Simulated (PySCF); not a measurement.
He (helium, neutral) across methods

1s1 2p1, high-spin 3P determinant (an excited configuration). All numbers are calculated (PySCF 2.14, the non-relativistic Hamiltonian (point nucleus), in aug-cc-pV5Z (6s5p4d3f2g, 80 functions)).

```json
{"method": "r2SCANh", "E (hartree)": "-2.0874", "mean ε 1s α (eV)": "-33.750", "mean ε 2p α (eV)": "0.372", "Σ⟨r²⟩ (bohr²)": "9.502", "⟨S²⟩": "2.000"}
{"method": "PBEsol", "E (hartree)": "-2.0609", "mean ε 1s α (eV)": "-30.951", "mean ε 2p α (eV)": "0.844", "Σ⟨r²⟩ (bohr²)": "9.574", "⟨S²⟩": "2.000"}
{"method": "LDA", "E (hartree)": "-2.0322", "mean ε 1s α (eV)": "-30.592", "mean ε 2p α (eV)": "0.916", "Σ⟨r²⟩ (bohr²)": "9.517", "⟨S²⟩": "2.000"}
{"method": "PBE0", "E (hartree)": "-2.0889", "mean ε 1s α (eV)": "-34.557", "mean ε 2p α (eV)": "-0.019", "Σ⟨r²⟩ (bohr²)": "9.546", "⟨S²⟩": "2.000"}
{"method": "UHF", "E (hartree)": "-2.07147", "mean ε 1s α (eV)": "-43.697", "mean ε 2p α (eV)": "-1.973", "Σ⟨r²⟩ (bohr²)": "9.458", "⟨S²⟩": "2.000"}
{"method": "PBE", "E (hartree)": "-2.0903", "mean ε 1s α (eV)": "-31.437", "mean ε 2p α (eV)": "0.729", "Σ⟨r²⟩ (bohr²)": "9.572", "⟨S²⟩": "2.000"}
{"method": "M06-2X", "E (hartree)": "-2.0762", "mean ε 1s α (eV)": "-37.024", "mean ε 2p α (eV)": "-0.440", "Σ⟨r²⟩ (bohr²)": "9.424", "⟨S²⟩": "2.000"}
{"method": "r2SCAN", "E (hartree)": "-2.0885", "mean ε 1s α (eV)": "-32.647", "mean ε 2p α (eV)": "0.641", "Σ⟨r²⟩ (bohr²)": "9.511", "⟨S²⟩": "2.000"}
{"method": "PW91", "E (hartree)": "-2.0942", "mean ε 1s α (eV)": "-31.555", "mean ε 2p α (eV)": "0.703", "Σ⟨r²⟩ (bohr²)": "9.550", "⟨S²⟩": "2.000"}
```

The outer electron is Rydberg-like, and this basis confines it to a smaller radius and binds it less than a complete one would.

The highest occupied level is positive at r2SCANh, PBEsol, LDA, PBE, r2SCAN, PW91: only the finite basis holds that electron, which in a density functional comes from self-interaction.
